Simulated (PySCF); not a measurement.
Complete the spectrum of C5H3F3

Species: C5H3F3.
InChI=1S/C5H3F3/c6-5(7,8)3-4-1-2-4/h1-3H

Computed with PySCF, TDDFT CAM-B3LYP/def2-SVPD, vertical, gas phase, core orbitals frozen in the response. Isolated species at its PBE0-D3(BJ)/def2-SVP geometry, gas phase. Torsions of this conformer, `[F:1][C:2]([F:3])([F:4])[CH:5]=[C:6]1[CH:7]=[CH:8]1`: F1–C2–C5–C6 -119°.

Lowest singlets, with some entries withheld (?).

```csv
state,E (eV),f,"main configurations (H = HOMO, L = LUMO)"
S1,4.84,0.016,H→L (99%)
S2,6.58,0.0013,"H→L+1 (49%), H-1→L (32%), H→L+4 (12%)"
S3,6.65,0.0009,"H-1→L (59%), H→L+1 (24%), H→L+4 (9%)"
S4,?,0.595,H→L+2 (96%)
S5,?,0.020,"H→L+4 (65%), H→L+1 (24%)"
S6,?,0.0002,H→L+3 (96%)
```

(1) What stands in place of each question mark?

(2) What is the mean static polarisability from the same response equations?

(3) How far apart are S1 and S5, in eV and cm⁻¹?

## Answers

(1) 
- S4: E = 7.06 eV
- S5: E = 7.18 eV
- S6: E = 7.25 eV

(2) 59.8 au (8.86 Å³), with principal values 42.1, 55.7 and 81.7 au.

(3) 7.180 − 4.836 = 2.344 eV, or about 18900 cm⁻¹.

The run took 26 s wall (grids of density and orbitals included) on Intel Xeon 6975P-C, one thread, on a shared host, and the process peaked at 0.87 GiB of memory.
